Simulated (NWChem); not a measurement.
System: CH4ClFOSi; SMILES O[Si@H](CF)Cl

NWChem input:

```
start job
memory heap 200 mb stack 900 mb global 1100 mb
geometry units angstroms noautoz
  O     -1.841152     0.253453    -0.036673
  Si    -0.294336     0.022471     0.487491
  Cl     0.481045    -1.773939    -0.205528
  C      0.914407     1.323011    -0.159067
  F      0.517915     2.581527     0.240827
  H     -2.002920     0.331998    -0.981521
  H     -0.368927    -0.003969     1.964587
  H      1.931619     1.117636     0.221596
  H      0.975645     1.287624    -1.262696
end
basis spherical
  * library def2-svp
end
dft
  xc slater vwn_5
  iterations 150
  mulliken
end
task dft energy
```

Parts of the log:

```
             Northwest Computational Chemistry Package (NWChem) 7.3.0
             --------------------------------------------------------

 C1  symmetry detected

                             Geometry "geometry" -> ""
                             -------------------------

 Output coordinates in angstroms (scale by  1.889725989 to convert to a.u.)

  No.       Tag          Charge          X              Y              Z
 ---- ---------------- ---------- -------------- -------------- --------------
    1 O                    8.0000    -1.82988650     0.08934803    -0.26072175
    2 Si                  14.0000    -0.32429808    -0.05749560     0.39683491
    3 Cl                  17.0000     0.54039314    -1.88125438    -0.08771946
    4 C                    6.0000     0.90377579     1.22033238    -0.25852101
    5 F                    9.0000     0.45092930     2.49523866     0.00704946
    6 H                    1.0000    -1.91887943     0.08870709    -1.21840426
    7 H                    1.0000    -0.51360423     0.03063082     1.86123663
    8 H                    1.0000     1.89218441     1.07331104     0.21395818
    9 H                    1.0000     1.05186241     1.09968743    -1.34779345

 Effective nuclear repulsion energy (a.u.)     295.0475890554

                                 NWChem DFT Module
                                 -----------------

 Summary of "ao basis" -> "ao basis" (spherical)
 ------------------------------------------------------------------------------
       Tag                 Description            Shells   Functions and Types
 ---------------- ------------------------------  ------  ---------------------
 O                          def2-svp                 6       14   3s2p1d
 Si                         def2-svp                 8       18   4s3p1d
 Cl                         def2-svp                 8       18   4s3p1d
 C                          def2-svp                 6       14   3s2p1d
 F                          def2-svp                 6       14   3s2p1d
 H                          def2-svp                 3        5   2s1p

            General Information
            -------------------
          SCF calculation type: DFT
          Wavefunction type:  closed shell.
          No. of atoms     :     9
          No. of electrons :    58
           Alpha electrons :    29
            Beta electrons :    29
          Charge           :     0
          Spin multiplicity:     1
          Use of symmetry is: off; symmetry adaption is: off
          Maximum number of iterations: 150
          AO basis - number of functions:    98
                     number of shells:    46
          Convergence on energy requested:  1.00D-06
          Convergence on density requested:  1.00D-05
          Convergence on gradient requested:  5.00D-04

              XC Information
              --------------
                        Slater Exchange Functional  1.000 local
                      VWN V Correlation Functional  1.000 local

             Grid Information
             ----------------
          Grid used for XC integration:  medium
          Radial quadrature: Mura-Knowles
          Angular quadrature: Lebedev.
          Tag              B.-S. Rad. Rad. Pts. Rad. Cut. Ang. Pts.
          ---              ---------- --------- --------- ---------
          O                   0.60       49          10.0       434
          Si                  1.10       88           8.0       590
          Cl                  1.00       88          10.0       590
          C                   0.70       49          10.0       434
          F                   0.50       49          11.0       434
          H                   0.35       45          11.0       434
          Grid pruning is: on
          Number of quadrature shells:   503
          Spatial weights used:  Erf1

      Superposition of Atomic Density Guess
      -------------------------------------

 Sum of atomic energies:        -961.66765533

      Non-variational initial energy
      ------------------------------

 Total energy =    -963.256846
 1-e energy   =   -1917.691860
 2-e energy   =     659.387425
 HOMO         =      -0.331003
 LUMO         =       0.066849

     ---------------------------------------------
      Total Density - Mulliken Population Analysis
     ---------------------------------------------

    Atom       Charge   Shell Charges
 -----------   ------   -------------------------------------------------------
    1 O    8     8.76   1.99  1.10  0.63  3.10  1.94  0.00
    2 Si  14    12.88   2.00  1.99  0.94  0.13  5.93  0.94  0.67  0.28
    3 Cl  17    17.42   2.00  1.99  1.22  0.72  5.94  2.16  3.38  0.01
    4 C    6     5.90   1.99  0.94  0.28  1.77  0.89  0.05
    5 F    9     9.44   1.99  1.14  0.78  3.45  2.07  0.00
    6 H    1     0.65   0.52  0.07  0.06
    7 H    1     1.09   0.70  0.38  0.01
    8 H    1     0.92   0.68  0.21  0.02
    9 H    1     0.92   0.68  0.21  0.02

   convergence    iter        energy       DeltaE   RMS-Dens  Diis-err
 ---------------- ----- ----------------- --------- --------- ---------
 d= 0,ls=0.0,diis     1   -960.6438339637 -1.26D+03  2.11D-02  1.51D+00
 d= 0,ls=0.0,diis     2   -960.3484591035  2.95D-01  1.50D-02  4.19D+00
 d= 0,ls=0.0,diis     3   -960.7487559992 -4.00D-01  3.64D-03  1.98D-01
 d= 0,ls=0.0,diis     4   -960.7626353537 -1.39D-02  1.89D-03  4.21D-02
 d= 0,ls=0.0,diis     5   -960.7675595933 -4.92D-03  3.52D-04  2.34D-03
  Resetting Diis
 d= 0,ls=0.0,diis     6   -960.7677606805 -2.01D-04  1.44D-04  3.04D-04
 d= 0,ls=0.0,diis     7   -960.7677913040 -3.06D-05  9.49D-05  1.87D-05
 d= 0,ls=0.0,diis     8   -960.7677875307  3.77D-06  5.66D-05  5.51D-05
 d= 0,ls=0.0,diis     9   -960.7677934196 -5.89D-06  6.63D-06  6.57D-07
 d= 0,ls=0.0,diis    10   -960.7677934703 -5.07D-08  2.19D-06  7.99D-08

         Total DFT energy =     -960.767793470343
      One electron energy =    -1920.528881779983
           Coulomb energy =      735.653071868605
    Exchange-Corr. energy =      -70.939572614335
 Nuclear repulsion energy =      295.047589055369

 Numeric. integr. density =       57.999993634397

                       DFT Final Molecular Orbital Analysis
                       ------------------------------------

 Vector   27  Occ=2.000000D+00  E=-2.896445D-01
              MO Center=  1.4D-01, -1.2D+00, -7.1D-03, r^2= 3.3D+00
   Bfn.  Coefficient  Atom+Function         Bfn.  Coefficient  Atom+Function
  ----- ------------  ---------------      ----- ------------  ---------------
    45      0.528645  3 Cl pz                42      0.393816  3 Cl pz
    39      0.230909  3 Cl pz                 5      0.200032  1 O  py
     8      0.150093  1 O  py                 4      0.134675  1 O  px
    85     -0.129680  7 H  s                 43     -0.126931  3 Cl px
    84     -0.125400  7 H  s                 70     -0.111900  5 F  pz

 Vector   28  Occ=2.000000D+00  E=-2.827876D-01
              MO Center= -1.5D-01, -9.8D-01, -1.3D-01, r^2= 3.6D+00
   Bfn.  Coefficient  Atom+Function         Bfn.  Coefficient  Atom+Function
  ----- ------------  ---------------      ----- ------------  ---------------
    43      0.470993  3 Cl px                40      0.350190  3 Cl px
     5     -0.348263  1 O  py                 8     -0.254311  1 O  py
    37      0.204806  3 Cl px                45      0.204719  3 Cl pz
    42      0.154667  3 Cl pz                70     -0.120019  5 F  pz
    39      0.090454  3 Cl pz                 4      0.085670  1 O  px

 Vector   29  Occ=2.000000D+00  E=-2.541784D-01
              MO Center=  2.7D-01,  6.7D-01,  3.7D-02, r^2= 3.9D+00
   Bfn.  Coefficient  Atom+Function         Bfn.  Coefficient  Atom+Function
  ----- ------------  ---------------      ----- ------------  ---------------
    68      0.285225  5 F  px                54      0.256507  4 C  px
    53     -0.238802  4 C  s                 44      0.219613  3 Cl py
    71     -0.206905  5 F  px                55      0.179580  4 C  py
    69      0.177302  5 F  py                41      0.152161  3 Cl py
    45     -0.152734  3 Cl pz                84      0.150116  7 H  s

 Vector   30  Occ=0.000000D+00  E=-1.348408D-02
              MO Center= -2.4D-01,  4.7D-01,  2.3D-03, r^2= 4.2D+00
   Bfn.  Coefficient  Atom+Function         Bfn.  Coefficient  Atom+Function
  ----- ------------  ---------------      ----- ------------  ---------------
     3      0.543182  1 O  s                 25      0.525164  2 Si px
    26     -0.508549  2 Si py                80     -0.409324  6 H  s
    58     -0.344395  4 C  py                44     -0.298724  3 Cl py
    36     -0.291775  3 Cl s                 67      0.288638  5 F  s
    90     -0.224014  8 H  s                 23     -0.220619  2 Si py

 Vector   31  Occ=0.000000D+00  E=-2.701763D-03
              MO Center= -6.7D-01, -2.5D-01, -3.2D-01, r^2= 4.1D+00
   Bfn.  Coefficient  Atom+Function         Bfn.  Coefficient  Atom+Function
  ----- ------------  ---------------      ----- ------------  ---------------
     3      0.613743  1 O  s                 26      0.541144  2 Si py
    80     -0.541545  6 H  s                 27      0.353660  2 Si pz
    18     -0.342265  2 Si s                 44      0.309314  3 Cl py
    25      0.295889  2 Si px                43     -0.276823  3 Cl px
    36      0.266388  3 Cl s                 17     -0.227445  2 Si s

[...]
```

Level: LDA (Slater exchange, VWN5)/def2-SVP. All runs use the structure optimised with PBE0/def2-SVP.
